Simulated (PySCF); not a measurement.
All values below come from CAM-B3LYP-D3(BJ)/def2-TZVPD in PySCF 2.14.0. Isolated molecules, 0 K electronic values unless said otherwise. One relaxed conformer stands for a flexible species; it need not be the lowest. 

Reference species (SMILES): `[O-][SiH3]` (charge -1, multiplicity 1).

```yaml
HOMO: -2.70 eV
```

Changed species: `[O-][SiH2]S` (O–Si–S–H torsion 180°) (X = mercapto, proton removed; the reference has X = H, proton removed).

Problem. Give the shifts of the HOMO.

Solution. the HOMO falls by 0.65 eV, to -3.35 eV.
